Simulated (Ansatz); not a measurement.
A nudged elastic band was laid between two geometries of C2H6O2Si (11 atoms, charge 0, multiplicity 1).

These are results of RHF/cc-pVDZ (Ansatz), not measurements.

```yaml
movable_images: 7
climbing_image: yes
spring: 5.0 eV/Å²
optimiser: quadratic models (default)
start_path: IDPP
force_threshold: 0.05 eV/Å
iteration_limit: 60
end_points: relaxed
```

Initial state:

```xyz
11
Properties=species:S:1:pos:R:3
O -1.113 2.146 0.372
C 0.022 2.036 0.018
Si 0.805 0.281 -0.233
C -0.553 -0.981 0.160
O 0.000 -2.265 -0.026
H 0.621 2.954 -0.163
H 1.971 0.154 0.680
H 1.279 0.176 -1.638
H -1.411 -0.806 -0.498
H -0.902 -0.831 1.187
H -0.654 -2.921 0.161
```

Final state:

```xyz
11
Properties=species:S:1:pos:R:3
O -0.895 2.075 0.727
C 0.247 1.807 0.511
Si 0.668 0.315 -0.654
C -0.530 -1.091 -0.228
O -0.172 -1.539 1.061
H 1.045 2.427 0.968
H 2.085 -0.092 -0.470
H 0.462 0.781 -2.053
H -0.469 -1.897 -0.969
H -1.551 -0.696 -0.251
H -0.824 -2.146 1.380
```

Problem. Which bonds break or form, and what moves?

Solution. No bond is made or broken. The dihedral H7–Si3–C4–O5 goes from -62 to 52°.

Problem. Give the energies along the band, and the barrier.

Solution. It converged. The highest image is number 4 of 0 to 8, 6.9 kJ/mol above the first end and 6.0 kJ/mol above the last; the last end lies 0.9 kJ/mol above the first. A vibrational analysis at the climbing image gives one clearly imaginary mode, 87i cm⁻¹: a first-order saddle point.

| image | path coordinate (Å) | energy (kJ/mol) | dihedral H7–Si3–C4–O5 (°) |
| --- | --- | --- | --- |
| 0 | 0.00 | 0.0 | -62 |
| 1 | 0.51 | 1.1 | -48 |
| 2 | 1.01 | 3.5 | -33 |
| 3 | 1.52 | 6.0 | -18 |
| 4 | 2.03 | 6.9 | -2 |
| 5 | 2.52 | 6.0 | 13 |
| 6 | 3.01 | 3.8 | 27 |
| 7 | 3.50 | 1.7 | 41 |
| 8 | 3.99 | 0.9 | 52 |

Problem. What is the geometry of the highest image?

Solution. 
```xyz
11
Properties=species:S:1:pos:R:3
O -0.936 2.090 0.789
C 0.152 1.972 0.314
Si 0.721 0.294 -0.480
C -0.593 -1.027 -0.074
O 0.037 -2.079 0.622
H 0.838 2.845 0.312
H 2.057 -0.058 0.060
H 0.841 0.549 -1.943
H -1.069 -1.383 -0.994
H -1.369 -0.545 0.530
H -0.614 -2.714 0.883
```

Problem. What are the harmonic wavenumbers there?

Solution. 87i, 84, 158, 287, 319, 419, 503, 631, 667, 747, 858, 961, 996, 1014, 1163, 1298, 1334, 1486, 1500, 1607, 1941, 2291, 2326, 3030, 3158, 3209, 4137 cm⁻¹.

Run time: 110 s on 1 thread of Arm Neoverse V2 (shared host), peak memory 0.2 GiB.
